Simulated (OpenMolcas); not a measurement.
## A ladder of methods for CH3BTe (SMILES B1C[Te]1)

CH3BTe: 6 atoms, total charge 0, spin state singlet. As SMILES, `B1C[Te]1`. Geometry: a GFN2-xTB relaxation, a rough one for these elements and not checked as a minimum.

```xyz
6

B    -0.4759   -0.6038   -0.4708
C     0.1767    0.5830    0.2161
Te    1.0314   -1.3966    0.7085
H    -1.3117   -0.9025   -1.2085
H     0.8617    1.2382   -0.3022
H    -0.2822    1.0818    1.0569
```

Each level gives the energy change with the B1–H4 bond stretched from 1.154 to 1.327 Å (eV). The values are calculated.

```
                                         level                   kind     program  value (eV)  CPU time (all runs)
 revPBE/def2-SVP (core potential) (restricted)                    GGA  OpenMolcas        0.10                 33 s
  M06-L/def2-SVP (core potential) (restricted)               meta-GGA  OpenMolcas        0.17                 43 s
  B3LYP/def2-SVP (core potential) (restricted)          global hybrid  OpenMolcas        0.15                 32 s
  BHLYP/def2-SVP (core potential) (restricted)          global hybrid  OpenMolcas           ?                 28 s
 M06-2X/def2-SVP (core potential) (restricted)        hybrid meta-GGA  OpenMolcas        0.17                 39 s
 B2PLYP/def2-SVP (core potential) (restricted)          double hybrid  OpenMolcas        0.16                 26 s
    MP2/def2-SVP (core potential) (restricted)    perturbation theory  OpenMolcas        0.17                7.2 s
CCSD(T)/def2-SVP (core potential) (restricted)  coupled cluster or CI  OpenMolcas        0.15                 51 s
```

Q: Estimate what the levels marked ? give.

A: As computed at these levels: BHLYP/def2-SVP (core potential) (restricted): 0.19 eV. The first shape isn't each level's own minimum. The values span 0.10 to 0.19 eV. In the correlated wave-function rows the outer d shell of Te is correlated, in sets not made for it. CPU times are rough (shared hosts, several kinds of processor): they show what a rung costs within a factor of a few.
